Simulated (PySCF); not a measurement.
## Assigning NMR signals

Atoms are numbered as in `[CH3:1][O:2][C:3]1=[CH:4][SiH2:5][C:6]1([SiH3:7])[SiH3:8]`; H(Xn) means a hydrogen on atom n.

PySCF 2.14 calculation with structure optimised with GFN2-xTB and shieldings: GIAO PBE0/pcSseg-1; in vacuum, rapidly exchanging positions averaged, relativity neglected, a single conformation.

Scale: 13C, 1H against TMS (reference shieldings calculated alike).

Q: Assign these signals to the numbered atoms. 13C{1H} NMR (computed): δ 180.3 (C), 84.2 (CH), 56.6 (CH3), 13.3 (C).

A: 
```tsv
δ (ppm)	atoms	environment	reason
180.3	C3	alkene carbon bearing oxygen	an sp2 carbon further deshielded by the attached heteroatom
84.2	C4	β carbon of an enol-ether or enamine type C=C	the O or N lone pair pushes π density onto this β carbon and shields it
56.6	C1	methyl carbon bonded to O	pulled downfield by the heteroatom
13.3	C6	allylic fully substituted sp3 carbon bonded to 3 Si	–
```

Q: Assign these signals to the numbered atoms. 1H NMR (300 MHz, computed): δ 4.54 (m, 2H), 4.10 (s, 6H), 3.93 (t, 1H), 3.90 (s, 3H).

A: 
| δ (ppm) | atoms | environment | reason |
| --- | --- | --- | --- |
| 4.54 | H(Si5) | hydrogen on a silicon bonded to 2 C, in a 4-membered ring | – |
| 4.10 | H(Si7)/H(Si8) | hydrogen on a silicon bonded to C | – |
| 3.93 | H(C4) | hydrogen on a β carbon of an enol-ether or enamine type C=C | lone-pair donation from O or N shields it, upfield of ordinary alkene protons |
| 3.90 | H(C1) | hydrogen on a methyl carbon bonded to O | its carbon carries O, hence the downfield position |

H(C4) and H(C1) lie closer than the usual error of such a calculation, so a measured spectrum could show them in the other order.

Shifts are as computed. Against solution values, carbons near 30 ppm lie about +3 ppm off and those near 130 ppm about +5 ppm. Of 1211 compounds with measured shifts, 218 miss one by over three times the rms of a fit or turn the order of signals round; such compounds aren't used in these exercises. No couplings were computed; multiplicities are counted from neighbouring protons, with m where these are inequivalent, close in shift, in a saturated or five-membered ring or joined by F or P, and br s for small geminal =CH2 splittings.
